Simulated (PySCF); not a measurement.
## Sn⁺: ionisation energy

Sn⁺ [Kr] 4d10 5s2 5p1 (2P) → Sn²⁺ [Kr] 4d10 5s2 (1S), as a difference of total energies. Calculation: PySCF 2.14, in aug-cc-pVDZ-PP with ECP28MDF; scalar relativity through the core potential. Correlated levels: valence: 4s2 4p6 4d10 frozen. The calculations carry no spin-orbit coupling.

| method | ionisation energy (eV) |
| --- | --- |
| UHF | 13.720 |
| TPSS | 14.177 |
| r2SCAN | 14.362 |
| MP2 (valence) | 13.853 |
| SCS-MP2 (valence) | 13.835 |
| CCSD (valence) | 13.922 |
| CCSD(T) (valence) | 13.932 |

Task: How much does correlation contribute at CCSD(T) (valence)?

Result: 13.932 − (13.720) = 0.212 eV, measured against UHF.

Errors of the correlated levels include the incompleteness of this basis and the frozen core.

For comparison: 14.282 eV (measured; NIST levels, between the centres of gravity of the two terms).
